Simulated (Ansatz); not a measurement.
AlCu2, 3 atoms. Hardware: 4 threads of AMD EPYC 9R45 on a shared host.

The 6-31G sets use Cartesian d functions. Correlated methods freeze 23 core orbitals.

(1) How many basis functions does each of these Ansatz runs have, and roughly what does it cost? HF/6-31G, charge 0 doublet, energy; RPA@PBE/def2-TZVP, charge 0 doublet, energy, from earlier orbitals; PBE-D4/def2-TZVP, charge 0 quartet, relaxation, 4 steps; PBE0-D4/def2-TZVPD, charge -1 singlet at the geometry of the charge 0 doublet, energy; r2SCAN-D4/def2-TZVP, charge 0 quartet, energy, from earlier orbitals; BHLYP-D4/def2-TZVP, charge 0 quartet, energy, from earlier orbitals; PBE-D4/def2-TZVPD, charge -1 singlet at the geometry of the charge 0 doublet, energy, from earlier orbitals; PBE0-D4/def2-SVP, charge 0 doublet, energy, from earlier orbitals; PBE-D4/def2-TZVPD, charge 0 doublet, energy, from earlier orbitals; r2SCAN0-D4/def2-TZVP, charge 0 quartet, energy, from earlier orbitals; r2SCAN-D4/def2-TZVP, charge 1 singlet at the geometry of the charge 0 doublet, energy, from earlier orbitals; PBE-D4/def2-SVP, charge 0 doublet, energy, from earlier orbitals.

## Answers

(1) Other jobs shared the machine, so times can vary by a factor of up to 3. A dash marks memory too small to be measured apart from the calling script's.

```csv
run,functions,fitting or Cholesky vectors,wall time,peak host memory (GiB)
"HF/6-31G, charge 0 doublet, energy",71,704,0.45 s,–
"PBE-D4/def2-TZVPD, charge -1 singlet at the geometry of the charge 0 doublet, energy, from earlier orbitals",139,1202,0.5 s,–
"PBE-D4/def2-SVP, charge 0 doublet, energy, from earlier orbitals",80,961,0.55 s,–
"PBE0-D4/def2-SVP, charge 0 doublet, energy, from earlier orbitals",80,850,0.75 s,–
"PBE0-D4/def2-TZVPD, charge -1 singlet at the geometry of the charge 0 doublet, energy",139,1390,0.75 s,–
"r2SCAN-D4/def2-TZVP, charge 1 singlet at the geometry of the charge 0 doublet, energy, from earlier orbitals",127,1165,0.85 s,–
"PBE-D4/def2-TZVPD, charge 0 doublet, energy, from earlier orbitals",139,1202,0.9 s,–
"RPA@PBE/def2-TZVP, charge 0 doublet, energy, from earlier orbitals",127,1174,1.4 s,–
"BHLYP-D4/def2-TZVP, charge 0 quartet, energy, from earlier orbitals",127,1174,1.4 s,–
"r2SCAN-D4/def2-TZVP, charge 0 quartet, energy, from earlier orbitals",127,1165,2 s,–
"r2SCAN0-D4/def2-TZVP, charge 0 quartet, energy, from earlier orbitals",127,1174,2.1 s,–
"PBE-D4/def2-TZVP, charge 0 quartet, relaxation, 4 steps",127,1165,2.4 s,–
```
